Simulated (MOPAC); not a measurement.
Job for MOPAC: AM1 on AlIn, 2S+1 = 3, a spin state set in the input, which need not be the lowest, a point of a bond scan (R = 2.821 Å).

```
AM1 1SCF PRECISE CHARGE=0 UHF MS=1 THREADS=1
AlIn

Al     0.00000000 1     0.00000000 1     0.00000000 1
In     0.00000000 1     0.00000000 1     2.82070100 1
```

It printed:

```
*******************************************************************************
 **                                                                           **
 **                              MOPAC v23.2.5                                **
 **                                                                           **
 *******************************************************************************
 ** MOPAC's Digital Object Identifier: https://doi.org/10.5281/zenodo.6511958 **
 **                                                                           **
 ** Please cite the open-source release paper for use of this MOPAC version:  **
 ** J. E. Moussa and J. J. P. Stewart (2026)                                  **
 ** MOPAC: An open-source semiempirical molecular orbital program             **
 ** J. Open Source Softw., 11(119), 8025, https://doi.org/10.21105/joss.08025 **
 *******************************************************************************

                              AM1 CALCULATION RESULTS

 *******************************************************************************
 *  AM1        - The AM1 Hamiltonian to be used
 *  UHF        - UNRESTRICTED HARTREE-FOCK CALCULATION
 *
 *
 *
 *                 CHARGE ON SYSTEM = 0
 *
 *
 *
 *  MS=        - IN MECI, MAGNETIC COMPONENT OF SPIN =  1.0
 *  PRECISE    - TIGHTER CRITERIA TO BE USED
 *  1SCF       - DO 1 SCF AND THEN STOP
 *  THREADS=1  - MULTI-THREADING NOT USED
 *  T=         - A TIME OF 172800.0 SECONDS REQUESTED
 *  DUMP=N     - RESTART FILE WRITTEN EVERY 7200.0 SECONDS REQUESTED
 *******************************************************************************
AM1 1SCF PRECISE CHARGE=0 UHF MS=1 THREADS=1
 AlIn

   ATOM   CHEMICAL          X               Y               Z
  NUMBER   SYMBOL      (ANGSTROMS)     (ANGSTROMS)     (ANGSTROMS)

     1      Al          0.00000000  *   0.00000000  *   0.00000000  *
     2      In          0.00000000  *   0.00000000  *   2.82070100  *



          CARTESIAN COORDINATES

    NO.       ATOM           X           Y           Z

     1        Al          0.0000      0.0000      0.0000
     2        In          0.0000      0.0000      2.8207

 Al: (AM1): M. J. S. Dewar, A. J. Holder, Organometallics, 9, 508-511 (1990).
 In: (AM1): J. J. P. STEWART, J. MOL. MOD., 10, 155-164 (2004)

           Empirical Formula: Al In  =     2 atoms



      MOLECULAR POINT GROUP   :   C*v


          UHF CALCULATION, NO. OF ALPHA ELECTRONS =    4
                           NO. OF BETA  ELECTRONS =    2

 -------------------------------------------------------------------------------
 AM1 1SCF PRECISE CHARGE=0 UHF MS=1 THREADS=1
 AlIn



     1SCF WAS SPECIFIED, SO BFGS WAS NOT USED
     SCF FIELD WAS ACHIEVED


                              AM1 CALCULATION
                                                       MOPAC v23.2.5 Linux




          FINAL HEAT OF FORMATION =        103.00731 KCAL/MOL =     430.98256 KJ/MOL


          COSMO AREA              =        108.50 SQUARE ANGSTROMS
          COSMO VOLUME            =         97.01 CUBIC ANGSTROMS

          IONIZATION POTENTIAL    =          5.992228 EV
          ALPHA SOMO LUMO (EV)    =         -5.992 -1.680
          BETA  SOMO LUMO (EV)    =         -9.380 -1.190
          NO. OF ALPHA ELECTRONS  =          4
          NO. OF BETA  ELECTRONS  =          2
          MOLECULAR WEIGHT        =        141.8015         POINT GROUP:  C*v

          MOLECULAR DIMENSIONS (Angstroms)

            Atom       Atom       Distance
           In     2   Al     1     2.82070
           In     2   Al     1     0.00000
           Al     1   In     2     0.00000


          SCF CALCULATIONS        =          1





   ATOM   CHEMICAL          X               Y               Z
  NUMBER   SYMBOL      (ANGSTROMS)     (ANGSTROMS)     (ANGSTROMS)

     1      Al          0.00000000  *   0.00000000  *   0.00000000  *
     2      In          0.00000000  *   0.00000000  *   2.82070100  *

                             CARTESIAN COORDINATES

   1   Al        0.000000000     0.000000000     0.000000000
   2   In        0.000000000     0.000000000     2.820701000


           Empirical Formula: Al In  =     2 atoms



      MOLECULAR POINT GROUP   :   C*v


          ALPHA EIGENVALUES
 -14.01122 -10.35989  -6.66989  -5.99223  -1.68048  -1.09641  -0.72007   0.27632


           BETA EIGENVALUES
 -13.28946  -9.38045  -1.18995  -1.08754  -0.78227  -0.40101   0.05025   0.61021


              NET ATOMIC CHARGES AND DIPOLE CONTRIBUTIONS

  ATOM NO.   TYPE          CHARGE      No. of ELECS.   s-Pop       p-Pop
    1         Al           0.115005        2.8850     1.90137     0.98362
    2         In          -0.115005        3.1150     1.91809     1.19691
 DIPOLE           X         Y         Z       TOTAL
 POINT-CHG.     0.000     0.000    -1.558     1.558
 HYBRID        -0.000     0.000     0.031     0.031
 SUM           -0.000     0.000    -1.528     1.528


          ATOMIC ORBITAL ELECTRON POPULATIONS

     Atom    s        px        py        pz
    1 Al   1.90137   0.43227   0.00000   0.55136
    2 In   1.91809   0.56773   0.00000   0.62918


                    (SZ)    =    1.000000
                    (S**2)  =    2.024038


          ATOMIC ORBITAL SPIN POPULATIONS

    Atom   Total    s     px     py     pz
         Atomic
    1 Al  0.8908 -0.014  0.432  0.000  0.473
    2 In  1.1092 -0.003  0.568  0.000  0.545

 **********************
 *                    *
 * JOB ENDED NORMALLY *
 *                    *
 **********************




 == MOPAC DONE ==
```

The run finished.

Cost: around 0.020 core-seconds (rough).
